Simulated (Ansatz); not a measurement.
The cluster B₄H₂⁻. Total charge -1; doublet. Geometry PBE0-D4/def2-TZVPD; atoms count from 1.

| atom | x (Å) | y (Å) | z (Å) |
| --- | --- | --- | --- |
| B1 | -0.033 | -0.475 | 0.606 |
| B2 | 0.085 | 1.412 | -1.802 |
| B3 | 0.021 | 0.473 | -0.611 |
| B4 | -0.084 | -1.413 | 1.803 |
| H5 | -0.126 | -2.145 | 2.737 |
| H6 | 0.137 | 2.147 | -2.733 |

The charge -1 doublet is spin-contaminated (final ⟨S²⟩ up to 1.30, 0.75 for a pure state). The geometry of the doublet was relaxed on an unsound state (⟨S²⟩ 1.30, where a pure state has 0.75). Another isomer (doublet) lies 2.18 eV lower at PBE0-D4/def2-TZVPD; other spin states weren't run for this one.

(1) Estimate the Mulliken populations from the PBE0/def2-TZVPD orbitals of Ansatz.

(2) Where does the spin sit?

(3) And the Mayer bond orders between bonded heavy atoms (over 0.3)?

Results:

(1) 
| atom | charge (e) | spin (α − β) |
| --- | --- | --- |
| B1 | -1.28 | 0.43 |
| B2 | 0.81 | 0.00 |
| B3 | -1.30 | -0.11 |
| B4 | 0.71 | 0.73 |
| H5 | 0.03 | -0.04 |
| H6 | 0.03 | 0.00 |
Mulliken values and Mayer orders depend strongly on the basis. With diffuse functions, as here, like atoms can get unlike values, and bond orders can come out too low or too high.

(2) Summed by element: B 1.05, H -0.05, of 1 unpaired in all. Largest on single atoms: B4 0.73, B1 0.43, B3 -0.11.

(3) B1–B3 1.24 (1.54 Å); B1–B4 0.81 (1.52 Å); B2–B3 0.68 (1.52 Å). Values over 0.3 also appear between atoms too far apart for a bond (B1–B2 1.08 at 3.06 Å; B2–B4 0.40 at 4.58 Å; B3–B4 1.08 at 3.07 Å); they arise where an orbital or an unpaired electron spreads over both atoms.
